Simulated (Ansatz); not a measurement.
Cd13H34S13⁻. Charge -1, multiplicity 2. Geometry PBE-D4/def2-SVP, that of the neutral singlet; atoms count from 1.

```xyz
60

Cd   -1.690    1.932   -5.134
S     0.124    3.356   -3.753
S    -0.427   -0.571   -4.573
Cd   -2.669   -0.220   -2.955
S    -1.944   -3.234   -0.584
Cd   -0.023    2.583   -1.365
S    -0.586    4.110    0.629
S    -1.427    0.592   -0.754
Cd   -3.636    1.082    0.588
Cd   -0.832   -4.274    2.746
S    -2.393   -1.840    2.515
Cd   -3.341    4.174    1.140
S    -2.425    1.944    2.955
Cd    1.732   -1.911   -4.310
S     0.577   -4.260   -3.193
Cd    4.030    0.291   -1.983
S     2.600    2.185   -0.874
S     1.970   -1.205   -1.684
Cd   -0.014   -1.215    0.231
Cd    2.546   -4.781    0.604
S     1.033   -2.856    1.773
Cd    3.267    1.890    1.778
S     0.985    0.963    2.110
Cd   -0.198    3.213    3.197
Cd    0.923   -2.231    4.473
S    -1.700    0.068    5.669
H    -2.889    1.437   -3.741
H    -1.885    2.268   -6.790
H    -0.638    4.477   -3.607
H     2.676    1.655   -4.372
H    -0.951   -1.215   -5.651
H    -3.505   -1.707   -2.680
H    -2.682   -2.519   -1.540
H    -1.274   -3.955   -1.534
H    -0.089    5.360    0.417
H     2.329    4.763    1.424
H    -4.930   -0.012    0.774
H    -1.757   -5.676    2.889
H    -3.721   -2.027    2.761
H    -2.172   -1.173    3.705
H    -3.756    2.918   -0.080
H    -3.680    5.548    2.065
H    -3.291    2.531    3.827
H     3.146   -2.243   -5.191
H     1.188   -5.273   -3.870
H     1.522   -4.308   -2.131
H     3.150    1.138   -4.693
H     5.634    0.243   -2.484
H     3.193    3.340   -1.287
H     2.541   -2.408   -1.319
H     2.979   -5.868    1.831
H     2.503   -4.172   -1.053
H     3.007    4.944    1.743
H     4.841    2.282    2.216
H     1.302    0.245    3.245
H     0.676    4.115    4.336
H    -0.109   -3.613    4.767
H     1.811   -0.804    4.743
H    -1.166   -0.677    6.684
H    -0.486    0.595    5.355
```

In the def2 sets Cd takes a core potential; there is no spin–orbit coupling. Single mean-field runs in def2-TZVP are fitted with def2-universal-jkfit. In the doublet geometry the species has come apart into loosely held pieces.

(1) Estimate the Mulliken populations of the heavy atoms from the PBE0/def2-TZVP orbitals of Ansatz.

(2) Where does the spin sit?

(3) And the Mayer bond orders between heavy atoms (over 0.3)?

Results:

(1) 
```json
{"atom": "Cd1", "charge (e)": "0.39", "spin (α − β)": "0.01", "d electrons": "9.98"}
{"atom": "S2", "charge (e)": "-0.55", "spin (α − β)": "0.02", "d electrons": "–"}
{"atom": "S3", "charge (e)": "-0.61", "spin (α − β)": "0.00", "d electrons": "–"}
{"atom": "Cd4", "charge (e)": "0.46", "spin (α − β)": "0.03", "d electrons": "9.98"}
{"atom": "S5", "charge (e)": "-0.35", "spin (α − β)": "0.01", "d electrons": "–"}
{"atom": "Cd6", "charge (e)": "0.76", "spin (α − β)": "0.12", "d electrons": "10.01"}
{"atom": "S7", "charge (e)": "-0.61", "spin (α − β)": "0.00", "d electrons": "–"}
{"atom": "S8", "charge (e)": "-0.83", "spin (α − β)": "-0.01", "d electrons": "–"}
{"atom": "Cd9", "charge (e)": "0.47", "spin (α − β)": "0.04", "d electrons": "9.98"}
{"atom": "Cd10", "charge (e)": "0.48", "spin (α − β)": "0.01", "d electrons": "9.98"}
{"atom": "S11", "charge (e)": "-0.35", "spin (α − β)": "0.00", "d electrons": "–"}
{"atom": "Cd12", "charge (e)": "0.34", "spin (α − β)": "0.02", "d electrons": "9.97"}
{"atom": "S13", "charge (e)": "-0.65", "spin (α − β)": "0.00", "d electrons": "–"}
{"atom": "Cd14", "charge (e)": "0.49", "spin (α − β)": "0.04", "d electrons": "9.98"}
{"atom": "S15", "charge (e)": "-0.36", "spin (α − β)": "0.01", "d electrons": "–"}
{"atom": "Cd16", "charge (e)": "0.41", "spin (α − β)": "0.13", "d electrons": "9.97"}
{"atom": "S17", "charge (e)": "-0.58", "spin (α − β)": "-0.02", "d electrons": "–"}
{"atom": "S18", "charge (e)": "-0.60", "spin (α − β)": "-0.02", "d electrons": "–"}
{"atom": "Cd19", "charge (e)": "0.78", "spin (α − β)": "0.27", "d electrons": "10.03"}
{"atom": "Cd20", "charge (e)": "0.35", "spin (α − β)": "0.03", "d electrons": "9.96"}
{"atom": "S21", "charge (e)": "-0.81", "spin (α − β)": "0.02", "d electrons": "–"}
{"atom": "Cd22", "charge (e)": "0.46", "spin (α − β)": "0.07", "d electrons": "9.97"}
{"atom": "S23", "charge (e)": "-0.59", "spin (α − β)": "-0.01", "d electrons": "–"}
{"atom": "Cd24", "charge (e)": "0.52", "spin (α − β)": "0.02", "d electrons": "9.98"}
{"atom": "Cd25", "charge (e)": "0.28", "spin (α − β)": "0.03", "d electrons": "9.96"}
{"atom": "S26", "charge (e)": "-0.33", "spin (α − β)": "0.00", "d electrons": "–"}
```
Mulliken values depend strongly on the basis.

(2) Summed by element: Cd 0.83, S 0.01, H 0.16, of 1 unpaired in all. Largest on single atoms: Cd19 0.27, Cd16 0.13, Cd6 0.12.

(3) Cd1–S2 0.44 (2.69 Å); S2–Cd6 0.54 (2.51 Å); S3–Cd14 0.49 (2.55 Å); Cd4–S8 0.42 (2.65 Å); Cd6–S7 0.38 (2.57 Å); Cd6–S8 0.54 (2.51 Å); Cd6–S17 0.31 (2.70 Å); S8–Cd9 0.44 (2.63 Å); S8–Cd19 0.41 (2.50 Å); Cd10–S21 0.58 (2.54 Å); S13–Cd24 0.45 (2.57 Å); Cd14–S18 0.35 (2.73 Å); Cd16–S17 0.40 (2.62 Å); Cd16–S18 0.44 (2.56 Å); S17–Cd22 0.31 (2.75 Å); Cd19–S21 0.44 (2.48 Å); Cd20–S21 0.40 (2.71 Å); S21–Cd25 0.35 (2.77 Å); Cd22–S23 0.58 (2.49 Å); S23–Cd24 0.32 (2.76 Å).
